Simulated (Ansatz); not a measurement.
Reaction (atomization): `O[SiH](O)[SiH](O)F` → F• + 5 H• + 3 O• + 2 Si•

Program: Ansatz. Geometries: PBE0-D4/def2-TZVP. ΔE: electronic, gas phase. CCSD(T)/CBS is the MP2 limit (def2-TZVPP, def2-QZVPP) plus CCSD(T) − MP2 in def2-TZVPP, frozen cores. This one scheme is used for every species, atoms too. For atomizations the MP2-based limit and the directly extrapolated one differ by several kJ/mol either way, and by 10 to 25 for some Ge, Se and Sn compounds, so smaller differences from it don't rank the levels. DFT in def2-TZVPP. B3LYP here is the variant with VWN-RPA as its local correlation; programs differ in this. No spin–orbit coupling; open shells (•) take unrestricted orbitals. Spin–orbit coupling would lower the free atoms: a little for F, O, Si. One conformer a species, not always the lowest.

```
             level  ΔE (kJ/mol)  difference from CCSD(T)/CBS
            B97M-V       4227.3                        -40.0
           PBE0-D4       4167.9                        -99.4
        r2SCANh-D4       4195.7                        -71.6
           ωB97M-V       4242.7                        -24.6
             B3LYP       4165.5                       -101.8
  CCSD(T)/def2-SVP       3851.3                       -416.0
CCSD(T)/def2-TZVPP       4123.7                       -143.6
     HF/def2-QZVPP       3022.5                      -1244.8
      HF/CBS(def2)       3024.4                      -1242.9
     MP2/CBS(def2)       4389.8                        122.5
       CCSD(T)/CBS       4267.3                            0
```

Largest T1 diagnostic among the species: 0.013.

Leaving LDA and LC-ωPBE aside and taking each functional with its dispersion term where it has one, the values, not all of them listed here, spread over 211.4 kJ/mol, from BHLYP-D4 to PBE-D4. LDA lies +614.8 kJ/mol from PBE without D4, its usual overbinding. At CCSD(T), def2-SVP lies −416.0 kJ/mol from the extrapolated value and def2-TZVPP −143.5 kJ/mol: correlation converges slowly with the basis, and small sets miss more of it in the bonded molecule than in its fragments. From r2SCAN to r2SCAN0 (25 % exact exchange), in def2-TZVPP and without D4, ΔE moves by −100.7 kJ/mol: exact exchange takes away binding that semilocal exchange gives to molecules.
